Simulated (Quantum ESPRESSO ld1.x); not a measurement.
Values are calculated unless marked as measured or tabulated.
Mn IX, configuration [Ne] 3s2 3p4.75 4f0.25 (fractional occupations, a model configuration).

Code: ld1.x of Quantum ESPRESSO 7.5. Model: non-relativistic Kohn-Sham, LDA (Slater exchange, Perdew-Zunger correlation), spin-polarised, spherical densities, point nucleus; open shells are filled with parallel spins first.

Energy parts (eV):
total: -30623.09
kinetic: 30592.44
electron-nucleus: -69711.70
Hartree: 9687.42
exchange-correlation: -1191.26

Orbitals (lengths in bohr, moments of r in powers of bohr):
orbital  occ.  eigenvalue (eV)       <r^4>     <r^2>      <r>
1s up       1         -6545.39  0.00006643  0.005102  0.06168
1s down     1         -6544.60  0.00006642  0.005101  0.06168
2s up       1         -917.575     0.01532   0.09397   0.2823
2s down     1         -916.815     0.01528   0.09387   0.2822
2p up       3         -814.625     0.01147   0.07533   0.2478
2p down     3         -813.689     0.01144   0.07528   0.2477
3s up       1         -244.636      0.7429    0.7006   0.7839
3s down     1         -242.101      0.7491    0.7030   0.7851
3p up       3         -213.641      0.8238    0.7226   0.7907
3p down  1.75         -211.127      0.8326    0.7259   0.7924
4f up    0.25         -64.3819       23.34     3.897    1.858
4f down     0         -63.0392       24.43     3.981    1.878

The highest occupied level is 4f up at -64.382 eV. Virial ratio -V/T = 2.00100.

Run on one thread of a shared host, so times are rough (Intel(R) Xeon(R) Processor @ 2.60GHz): 0.59 s of CPU time, 0.62 s wall, 17 iterations on 1855 mesh points.
